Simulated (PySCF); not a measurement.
C₃H₄ClNSi, SMILES C1C=C[Si@@H](N=1)Cl.

Geometry: B3LYP-D3(BJ)/def2-SVP. The structure was generated by enumeration; whether it is a known compound was not checked.

Two levels are set side by side: PBE/def2-TZVP (PySCF) and HF/def2-TZVP (PySCF). Same geometry, gas phase. Differences are taken from unrounded values.

```json
[
 {"quantity": "orbital gap (eV)", "HF": "11.67", "PBE": "2.90", "PBE minus HF": "-8.77"},
 {"quantity": "highest occupied level (eV)", "HF": "-10.26", "PBE": "-6.21", "PBE minus HF": "4.05"},
 {"quantity": "lowest empty level (eV)", "HF": "1.41", "PBE": "-3.31", "PBE minus HF": "-4.72"},
 {"quantity": "dipole moment (D)", "HF": "3.38", "PBE": "2.84", "PBE minus HF": "-0.54"},
 {"quantity": "mean polarisability (bohr³)", "HF": "68.3", "PBE": "74.5", "PBE minus HF": "6.2"}
]
```

Without exact exchange PBE keeps part of each electron's self-repulsion, which lifts occupied levels and narrows the gap. Loosely held outer electrons make PBE densities more polarisable. Differences between two approximate levels are no errors against the true value.

Rough cost on one machine, each run with all the roots and properties that it gave: HF against PBE about 1/3.
